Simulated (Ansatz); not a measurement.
AuN₂H₆²⁺, that is [Au(NH3)2]+ with one electron fewer. Charge 2, multiplicity 2. Geometry PBE-D4/def2-TZVP, that of the charge +1 singlet; atoms count from 1.

```xyz
9

Au    0.000    0.000    0.000
N    -1.856   -0.896    0.033
H    -1.875   -1.694    0.678
H    -2.121   -1.244   -0.895
H    -2.584   -0.239    0.335
N     1.856    0.896   -0.033
H     2.093    1.300    0.880
H     1.894    1.654   -0.724
H     2.593    0.224   -0.274
```

In the def2 sets Au takes a core potential; there is no spin–orbit coupling.

Question: Estimate the Mulliken populations from the PBE0/def2-TZVP orbitals of Ansatz.

Answer: 
```tsv
atom	charge (e)	spin (α − β)	d electrons
Au1	0.93	0.91	9.25
N2	-0.55	0.05	–
H3	0.36	0.00	–
H4	0.36	0.00	–
H5	0.36	0.00	–
N6	-0.55	0.05	–
H7	0.36	0.00	–
H8	0.36	0.00	–
H9	0.36	0.00	–
```
Mulliken values and Mayer orders depend strongly on the basis.

Question: Where does the spin sit?

Answer: Summed by element: Au 0.91, N 0.10, H -0.01, of 1 unpaired in all. Largest on single atoms: Au1 0.91, N2 0.05, N6 0.05.

Question: And the Mayer bond orders between bonded heavy atoms (over 0.3)?

Answer: Au1–N2 0.66 (2.06 Å); Au1–N6 0.66 (2.06 Å).
